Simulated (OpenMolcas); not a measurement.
**Ir5+ in a point-charge field**

Ir5+ among 6 point charges of -1.7 e arranged as a trigonal prism (D3h), 2.05 Å from the ion, with a polar angle of 61.9° against the regular 49.1°.
```
   1.8078    0.0000    0.9666  -1.70
  -0.9039    1.5656    0.9666  -1.70
  -0.9039   -1.5656    0.9666  -1.70
   1.8078    0.0000   -0.9666  -1.70
  -0.9039    1.5656   -0.9666  -1.70
  -0.9039   -1.5656   -0.9666  -1.70
```

```yaml
Program: OpenMolcas
Method: "SS-CASPT2, IPEA 0.25 Eh, imaginary shift 0.1 Eh (closed shells correlated: 4f 5s 5p)"
Basis: ANO-RCC-VDZP [7s6p4d2f]
Scalar_Hamiltonian: DKH2, point nucleus
Active_space: 4 electrons in 5 orbitals (5d)
State_averaging: 2S+1 = 5 even, 5 roots; 2S+1 = 3 even, 45 roots; 2S+1 = 1 even, 50 roots
Spin-orbit_coupling: state interaction with AMFI integrals over the reference wave functions
```

The lowest spin-free states (labels of D3, the rotations of D3h), above the lowest:

```tsv
State	Degeneracy	E (cm-1)	Free-ion L (%)
5E	2	0	D (100)
5E	2	4560	D (100)
5A1	1	9770	D (100)
3A2	1	17530	H (41)
3A1	1	17550	H (41)
3A2	1	18310	H (79)
3E	2	18730	H (81)
3E	2	20200	H (80)
3A2	1	20240	F (52)
3E	2	20780	H (66)
3E	2	22090	F (31)
3E	2	22740	H (81)
3E	2	22820	F (67)
3E	2	24120	P (52)
3A1	1	24810	G (76)
3A2	1	24940	P (51)
3A1	1	25820	F (72)
3A2	1	25830	F (72)
3E	2	26210	G (71)
3E	2	26480	G (52)
```

The lowest levels with spin-orbit coupling:

| E (cm-1) | Degeneracy | Label | 2S+1 | g |
| --- | --- | --- | --- | --- |
| 0 | 1 | A1 | 5 (64 %) |  |
| 3970 | 1 | A2 | 5 (85 %) |  |
| 6370 | 2 | E | 5 (84 %) | 0.00 0.00 1.17 |
| 10140 | 2 | E | 5 (86 %) | 0.00 0.00 4.22 |
| 11260 | 2 | E | 5 (85 %) | 0.00 0.00 4.06 |
| 11260 | 1 | A1 | 5 (85 %) |  |
| 12860 | 1 | A1 | 5 (82 %) |  |
| 12860 | 1 | A2 | 5 (82 %) |  |
| 14940 | 2 | E | 5 (73 %) | 0.00 0.00 11.31 |
| 15370 | 2 | E | 5 (77 %) | 0.00 0.00 2.61 |
| 15370 | 1 | A2 | 5 (83 %) |  |
| 15870 | 2 | E | 5 (72 %) | 0.00 0.00 5.51 |
| 18050 | 1 | A1 | 5 (72 %) |  |
| 18050 | 1 | A2 | 5 (72 %) |  |
| 19290 | 1 | A1 | 3 (55 %) |  |
| 19840 | 2 | E | 3 (47 %) | 0.00 0.00 3.16 |
| 20570 | 2 | E | 5 (60 %) | 0.00 0.00 6.54 |
| 23220 | 1 | A1 | 3 (46 %) |  |
| 23450 | 2 | E | 3 (66 %) | 0.00 0.00 3.55 |
| 25140 | 2 | E | 3 (59 %) | 0.00 0.00 2.10 |

Powder χT (cm3 K/mol): 0 at 2 K, 0.00179 at 10 K, 0.00893 at 50 K, 0.0179 at 100 K, 0.0357 at 200 K, 0.0536 at 300 K. The effective moment at 300 K is 2.828 √(χT) = 0.65 μB.

Roots that are degenerate in the reference are averaged as groups; the widest CASPT2 spread within a group is 160 cm-1 (the 2-fold group of multiplicity 5 near 0 cm-1 above the lowest state of its run). Shifts and gaps below about the spread of the groups concerned are not significant. Spin-orbit coupling mixes the spin-free states strongly: the lowest level takes only 43 % from its leading state, 5E. Point charges give a weaker field than real ligands, and real ions of this kind are as a rule low spin; the high spin found here belongs to the model. Free-ion shares, where given, are those of the reference states; single-state CASPT2 does not remix them. This is an electrostatic model: the charges have no orbitals. No measured value stands beside these numbers.

With an even number of electrons the g values are those of a degenerate or nearly degenerate non-Kramers pair.
